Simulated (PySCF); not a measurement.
thioethanol (C2H6S), singlet, at a GFN2-xTB geometry; DF-BLYP/aug-cc-pVDZ run with PySCF.

Input for PySCF:
```python
from pyscf import gto, scf, dft

mol = gto.Mole()
mol.atom = '''
    C     1.52061639    0.69110205   -0.00537013
    C     0.01160357    0.83116525    0.00317706
    S    -0.76180616   -0.83788851    0.00077464
    H    -2.02039087   -0.40414507    0.00913826
    H    -0.33041049    1.34965505    0.89884698
    H    -0.33986788    1.35660473   -0.88474809
    H     1.98452811    1.67524859   -0.00399531
    H     1.85553895    0.14418625    0.87317856
    H     1.84618103    0.15106283   -0.89165625
'''
mol.basis = 'aug-cc-pvdz'
mol.verbose = 4
mol.build()

mf = dft.RKS(mol)
mf.xc = 'blyp'
mf.conv_tol = 1e-7
mf = mf.density_fit(auxbasis='def2-universal-jkfit')
mf.kernel()
```

Problem. Predict the main parts of the log of this PySCF run.

Solution. 
```
PySCF version 2.14.0

[INPUT] verbose = 4
[INPUT] num. atoms = 9
[INPUT] num. electrons = 34
[INPUT] charge = 0
[INPUT] spin (= nelec alpha-beta = 2S) = 0
[INPUT] symmetry False subgroup None
[INPUT] Mole.unit = angstrom
[INPUT] Symbol           X                Y                Z      unit          X                Y                Z       unit  Magmom
[INPUT]  1 C      1.520616390000   0.691102050000  -0.005370130000 AA    2.873548517625   1.305993598625  -0.010148074953 Bohr   0.0
[INPUT]  2 C      0.011603570000   0.831165250000   0.003177060000 AA    0.021927569367   1.570674686756   0.006003773281 Bohr   0.0
[INPUT]  3 S     -0.761806160000  -0.837888510000   0.000774640000 AA   -1.439605002407  -1.583379806820   0.001463857445 Bohr   0.0
[INPUT]  4 H     -2.020390870000  -0.404145070000   0.009138260000 AA   -3.817985408872  -0.763723496893   0.017268808655 Bohr   0.0
[INPUT]  5 H     -0.330410490000   1.349655050000   0.898846980000 AA   -0.624385334783   2.550478407136   1.698574620092 Bohr   0.0
[INPUT]  6 H     -0.339867880000   1.356604730000  -0.884748090000 AA   -0.642257211737   2.563611398990  -1.671931579332 Bohr   0.0
[INPUT]  7 H      1.984528110000   1.675248590000  -0.003995310000 AA    3.750214614401   3.165761025664  -0.007550041683 Bohr   0.0
[INPUT]  8 H      1.855538950000   0.144186250000   0.873178560000 AA    3.506460428963   0.272472523428   1.650068336242 Bohr   0.0
[INPUT]  9 H      1.846181030000   0.151062830000  -0.891656250000 AA    3.488776523067   0.285467376302  -1.684986109757 Bohr   0.0

nuclear repulsion = 107.456706466105
number of shells = 54
number of NR pGTOs = 186
number of NR cGTOs = 127
basis = aug-cc-pvdz
ecp = {}

******** <class 'pyscf.df.df_jk.DFRKS'> ********
method = DFRKS
initial guess = minao
damping factor = 0
level_shift factor = 0
DIIS = <class 'pyscf.scf.diis.CDIIS'>
diis_start_cycle = 1
diis_space = 8
diis_damp = 0
SCF conv_tol = 1e-07
SCF conv_tol_grad = None
SCF max_cycles = 50
direct_scf = False
XC library pyscf.dft.libxc version 7.1.2
    S. Lehtola, C. Steigemann, M. J. T. Oliveira, and M. A. L. Marques,  SoftwareX 7, 1–5 (2018)
XC functionals = blyp
    A. D. Becke,  Phys. Rev. A 38, 3098 (1988)
    C. Lee, W. Yang, and R. G. Parr,  Phys. Rev. B 37, 785 (1988)
    B. Miehlich, A. Savin, H. Stoll, and H. Preuss,  Chem. Phys. Lett. 157, 200 (1989)
radial grids:
    Treutler-Ahlrichs [JCP 102, 346 (1995); DOI:10.1063/1.469408] (M4) radial grids

becke partition: Becke, JCP 88, 2547 (1988); DOI:10.1063/1.454033
pruning grids: <function nwchem_prune>
grids dens level: 3
symmetrized grids: False
atomic radii adjust function: <function treutler_atomic_radii_adjust>
small_rho_cutoff = 0
Set gradient conv threshold to 0.000316228
Initial guess from minao.
tot grids = 105968
init E= -477.967273949505
  HOMO = -0.259513211460849  LUMO = -0.0558256103642716  gap/eV = 5.54262
cycle= 1 E= -477.911399348559  delta_E= 0.0559  |g|= 0.403  |ddm|= 4.65
  HOMO = -0.15346624267943  LUMO = -0.0166171914245732  gap/eV = 3.72385
cycle= 2 E= -477.840935665749  delta_E= 0.0705  |g|= 0.643  |ddm|= 1.13
  HOMO = -0.192475967669766  LUMO = -0.0301565524238097  gap/eV = 4.41694
cycle= 3 E= -477.958068083306  delta_E= -0.117  |g|= 0.076  |ddm|= 0.755
  HOMO = -0.19958460293715  LUMO = -0.0310404497342756  gap/eV = 4.58632
cycle= 4 E= -477.959704504642  delta_E= -0.00164  |g|= 0.0274  |ddm|= 0.119
  HOMO = -0.198299375461616  LUMO = -0.0310976259598412  gap/eV = 4.54979
cycle= 5 E= -477.959896023169  delta_E= -0.000192  |g|= 0.0086  |ddm|= 0.0323
  HOMO = -0.198072338100978  LUMO = -0.030924365875908  gap/eV = 4.54833
cycle= 6 E= -477.959915837234  delta_E= -1.98e-05  |g|= 0.00141  |ddm|= 0.0102
  HOMO = -0.198194451365254  LUMO = -0.0309705369283706  gap/eV = 4.55039
cycle= 7 E= -477.959916540268  delta_E= -7.03e-07  |g|= 0.000187  |ddm|= 0.00205
  HOMO = -0.198187522700876  LUMO = -0.0309691509830285  gap/eV = 4.55024
cycle= 8 E= -477.959916551373  delta_E= -1.11e-08  |g|= 6.81e-05  |ddm|= 0.000364
  HOMO = -0.198183771594659  LUMO = -0.0309727722811841  gap/eV = 4.55004
Extra cycle  E= -477.959916550412  delta_E= 9.61e-10  |g|= 8.78e-05  |ddm|= 0.000209
converged SCF energy = -477.959916550412
```
